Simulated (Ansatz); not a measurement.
Species: CH$_{6}$Sn, charge 0, multiplicity 1. 
Geometry from a B3LYP-D3(BJ)/def2-TZVP (Ansatz, a program for electronic structure) optimisation:
SMILES: [CH3][SnH3]
```xyz
8

C     -1.8547    -0.0417     0.0342
Sn     0.3025     0.0068    -0.0056
H     -2.2499     0.3452    -0.9036
H     -2.2226     0.5704     0.8559
H     -2.1984    -1.0658     0.1706
H      0.8511     1.6166    -0.2202
H      0.9321    -0.6012     1.4683
H      0.8891    -0.9552    -1.2974
```
Charge 0, spin multiplicity 1.

Quantity: vertical triplet-singlet gap (E(triplet) - E(singlet); each state is the SCF solution reached for its spin; the molecule has degenerate orbitals, so one determinant may break the symmetry), in eV. Valence correlation only, unless marked. Open shells are spin-unrestricted. Spin-orbit coupling is left out. The frozen core is the preceding noble-gas configuration, with the filled d and f shells of earlier blocks. In def2 rows, elements after Kr have scalar-relativistic effective core potentials. Basis-set limits of correlation are two-point, X^-3; Hartree-Fock from the larger set.

```json
[
 {"level": "HF/def2-SVPD", "program": "Ansatz", "vertical triplet-singlet gap (eV)": "6.68"},
 {"level": "PBE0/def2-TZVPD", "program": "Ansatz", "vertical triplet-singlet gap (eV)": "6.51"}
]
```

Task: Predict the CCSD(T)/CBS(def2-TZVPPD,def2-QZVPPD) result (Ansatz).

Result: 6.76 eV
